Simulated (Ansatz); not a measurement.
Cl₂Co (SMILES [Cl][Co][Cl]), quartet, at a GFN2-xTB geometry (such geometries of metal compounds can be far from the true shape); Ansatz (an electronic-structure program) with CAM-B3LYP/def2-SVP.

The Ansatz input:
Ansatz 0.2 input:
```yaml
crystal:
  periodic: [false, false, false]
  atoms:
    - {symbol: Co, position_ang: [0.00000000, 0.00000000, 0.00000000]}
    - {symbol: Cl, position_ang: [-0.00000000, -0.00000000, -1.94700374]}
    - {symbol: Cl, position_ang: [0.00000000, 0.00000000, 1.94700374]}
basis:
  gaussian:
    orbitals: def2-SVP
hamiltonian:
  xc: cam_b3lyp
magnetization: {spin_polarized: true, initial_magnetization: 3}
```

What the program printed (banner, timings and long lists left out):

```
Functional definition: CAM-B3LYP
656 factors; integrals over basis functions are off by at most 1.0e-3 eV
147 factors; integrals over basis functions are off by at most 8.7e-5 eV
mean field evaluation 1: about -62656.3167 eV, gradient 4.5e1 eV
mean field evaluation 2: about -62603.0490 eV, gradient 1.3e2 eV
mean field evaluation 4: about -62663.5124 eV, gradient 4.5e0 eV
mean field evaluation 8: about -62663.6976 eV, gradient 4.2e-1 eV
mean field evaluation 16: about -62663.8745 eV, gradient 3.0e0 eV
mean field evaluation 32: about -62663.9760 eV, gradient 7.4e0 eV
mean field -62664.57642075 eV, -2302.8807078869 hartree, gradient 1.7e-5 eV, S^2 3.759081; 2 other end points of the search recorded, 0 dependent functions left out
reference -62664.57652863 eV, -2302.8807118517 hartree; 32, 29 occupied and 35, 38 virtual orbitals, 656 factors
Total energy: -62664.57652863 eV, -2302.8807118517 hartree
```
